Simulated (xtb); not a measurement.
Si(F)(Cl)(Et)(OH) (C2H6ClFOSi), SMILES CC[Si](O)(Cl)F. All values are semi-empirical tight-binding results from xtb (GFN2-xTB unless named), good for trends rather than for accurate numbers. Geometry optimised at GFN2-xTB. Other conformers were not sampled.

Optimised geometry:

Bonds (Å): C1–C2 1.528, C1–H7 1.087, C1–H8 1.087, C1–H9 1.088, C2–Si3 1.889, C2–H10 1.091, C2–H11 1.092, Si3–O4 1.612, Si3–F5 1.619, Si3–Cl6 2.009, O4–H12 0.956. Bond angles (°): C2–C1–H7 110.4, C2–C1–H8 110.8, C2–C1–H9 110.4, H7–C1–H8 108.3, H7–C1–H9 108.5, H8–C1–H9 108.4, C1–C2–Si3 113.7, C1–C2–H10 108.9, C1–C2–H11 109.0, Si3–C2–H10 108.9, Si3–C2–H11 109.7, H10–C2–H11 106.4, C2–Si3–O4 107.7, C2–Si3–F5 109.9, C2–Si3–Cl6 114.7, O4–Si3–F5 106.9, O4–Si3–Cl6 112.1, F5–Si3–Cl6 105.2, Si3–O4–H12 123.7.

- orbital gap = 7.34 eV
- dipole moment = 1.69 D
- zero-point energy = 52.1 kcal/mol
- G − E(el) at 298.15 K (modified RRHO) = 30.9 kcal/mol
- static polarisability (D4 model) = 78.3 bohr³
- solvation energy, GFN2-xTB/ALPB(water) = -5.8 kcal/mol
- solvation energy, GFN2-xTB/ALPB(ch2cl2) = -4.8 kcal/mol

### Question
Give the atomic charges and the Wiberg bond orders between heavy atoms. (Estimate from the structure and the level; the computed values follow.)

### Answer
charges (e) C1 -0.11, C2 -0.14, Si3 0.65, O4 -0.44, F5 -0.27, Cl6 -0.22, H7 0.04, H8 0.04, H9 0.04, H10 0.05, H11 0.04, H12 0.33. Bond orders C1–C2 1.03, C2–Si3 0.87, Si3–O4 1.21, Si3–F5 1.04, Si3–Cl6 1.07.
